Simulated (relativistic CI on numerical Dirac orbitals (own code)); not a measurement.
**Electric-dipole transitions in Ge3+**

Computed by Dirac-Coulomb-Breit CI, KLI orbitals optimised for each configuration, QED by a radiative potential, valence Slater integrals scaled by 0.85, P86 correlation estimate, and configurations built on the next ion tied to the tabulated ionisation energy (semi-empirical) (own radial code, finite nucleus).

CI space (outside the closed core [Ar]): 3d10 4s, 3d10 4p, 3d10 4d, 3d10 5s, 3d10 4f, 3d9 4s2, 3d10 5p, 3d10 5d, 3d10 6s, 3d10 6p, 3d10 5f, 3d10 5g, 3d9 4p2, 3d9 4s 4p, 3d10 6d, 3d8 4s 4p2, 3d10 6f, 3d9 4p 4d, 3d9 4s 4d. Levels of other configurations are missing.

```tsv
λ vac (nm)	Lower	Upper	A (s⁻¹)	gf	Branching (%)
87.283	3d10 4p 2P°_1/2 [2]	3d10 5s 2S_1/2 [6]	1.20e+09	2.74e-01	33.3
89.290	3d10 4p 2P°_3/2 [3]	3d10 5s 2S_1/2 [6]	2.40e+09	5.74e-01	66.7
94.421	3d10 4d 2D_5/2 [5]	3d10 5f 2F°_7/2 [35]	4.37e+08	4.67e-01	43.4
94.458	3d10 4p 2P°_1/2 [2]	3d10 4d 2D_3/2 [4]	3.96e+09	2.12e+00	84.0
96.602	3d10 4p 2P°_3/2 [3]	3d10 4d 2D_5/2 [5]	4.54e+09	3.81e+00	100.0
96.812	3d10 4p 2P°_3/2 [3]	3d10 4d 2D_3/2 [4]	7.54e+08	4.24e-01	16.0
150.50	3d10 4d 2D_3/2 [4]	3d10 4f 2F°_5/2 [12]	2.37e+09	4.83e+00	93.2
151.01	3d10 4d 2D_5/2 [5]	3d10 4f 2F°_5/2 [12]	1.68e+08	3.44e-01	6.6
151.02	3d10 4d 2D_5/2 [5]	3d10 4f 2F°_7/2 [11]	2.52e+09	6.89e+00	99.7
195.36	3d10 5d 2D_5/2 [14]	3d10 6f 2F°_7/2 [46]	1.67e+08	7.66e-01	33.3
230.12	3d10 5p 2P°_1/2 [9]	3d10 6s 2S_1/2 [15]	3.13e+08	4.98e-01	12.3
234.78	3d10 5p 2P°_3/2 [10]	3d10 6s 2S_1/2 [15]	6.28e+08	1.04e+00	24.6
245.24	3d10 5p 2P°_1/2 [9]	3d10 5d 2D_3/2 [13]	7.47e+08	2.70e+00	46.3
249.87	3d10 5p 2P°_3/2 [10]	3d10 5d 2D_5/2 [14]	8.71e+08	4.89e+00	56.3
250.54	3d10 5p 2P°_3/2 [10]	3d10 5d 2D_3/2 [13]	1.45e+08	5.44e-01	9.0
274.54	3d10 4d 2D_5/2 [5]	3d10 5p 2P°_3/2 [10]	2.94e+08	1.33e+00	47.1
279.44	3d10 4d 2D_3/2 [4]	3d10 5p 2P°_1/2 [9]	3.19e+08	7.46e-01	49.6
339.40	3d10 5d 2D_5/2 [14]	3d10 5f 2F°_7/2 [35]	5.63e+08	7.78e+00	55.9
357.83	3d10 5s 2S_1/2 [6]	3d10 5p 2P°_3/2 [10]	2.39e+08	1.83e+00	38.3
369.23	3d10 5s 2S_1/2 [6]	3d10 5p 2P°_1/2 [9]	2.18e+08	8.93e-01	34.0
492.47	3d10 6p 2P°_1/2 [25]	3d10 6d 2D_3/2 [39]	2.16e+08	3.14e+00	35.1
501.29	3d10 6p 2P°_3/2 [26]	3d10 6d 2D_5/2 [40]	2.50e+08	5.66e+00	41.8
622.06	3d10 6d 2D_3/2 [39]	3d10 6f 2F°_5/2 [47]	1.47e+08	5.13e+00	14.2
630.63	3d10 6d 2D_5/2 [40]	3d10 6f 2F°_7/2 [46]	1.80e+08	8.57e+00	35.8
650.10	3d10 5d 2D_5/2 [14]	3d10 6p 2P°_3/2 [26]	9.08e+07	2.30e+00	7.3
663.24	3d10 5d 2D_3/2 [13]	3d10 6p 2P°_1/2 [25]	9.78e+07	1.29e+00	7.7
780.62	3d10 6s 2S_1/2 [15]	3d10 6p 2P°_3/2 [26]	6.24e+07	2.28e+00	5.0
806.62	3d10 6s 2S_1/2 [15]	3d10 6p 2P°_1/2 [25]	5.76e+07	1.12e+00	4.5
977.48	3d10 4f 2F°_7/2 [11]	3d10 5d 2D_5/2 [14]	1.39e+07	1.19e+00	0.9
988.46	3d10 4f 2F°_5/2 [12]	3d10 5d 2D_3/2 [13]	1.42e+07	8.30e-01	0.9
```

Terms are leading LS components. Brackets give the number of a level in order of energy, since labels repeat. The list gives strong lines, with weight on those to low levels, without configurations that were not tied to measured data, without lines whose two gauges differ by over a factor of 2.5, among the lowest 48 of 417 levels, so that lines to higher ones, which can be the strongest, are missing, and without lines across small gaps between configurations, and without 12 lines that miss the measured interval by over 3.5 %, start from a term whose rates miss tabulated ones by over 60 %, have gauges far apart or, lacking measured levels, span too small a gap for the errors found; lines with a level outside our table were not tested and can miss by more. Levels whose partners in the same complex of configurations lie outside the list can be far off, and so can their lines. Rates are taken at the computed energies, electric ones in the length gauge.

Configurations that consist of the next ion and one excited electron were tied to the tabulated ionisation energy; Rydberg ones are usually within 1,000 to 3,000 cm⁻¹ and the lowest ones within about 6,000 (9,000 in d shells), while levels on excited terms of the next ion carry the error of that term, and the other configurations can be misplaced by 10,000 cm⁻¹ or more. Rates follow the energies as ν³ (E1, M1) or ν⁵ (E2), so rates, branching and lifetimes can be off by large factors. The fine structure of a lone outer electron comes out too small, for d and f at times inverted, and misplaced configurations move strength between like terms. 24 of the 32 excited levels that our extract of the measured tables holds in this range could be paired (the sources list more); they are missed by 6208 cm⁻¹ on average and 52031 at most, and levels without a partner can miss by more.

LS names give the leading component of a level, which can be under half, so a name can repeat, a term be missing and a line seem to break the LS rules.
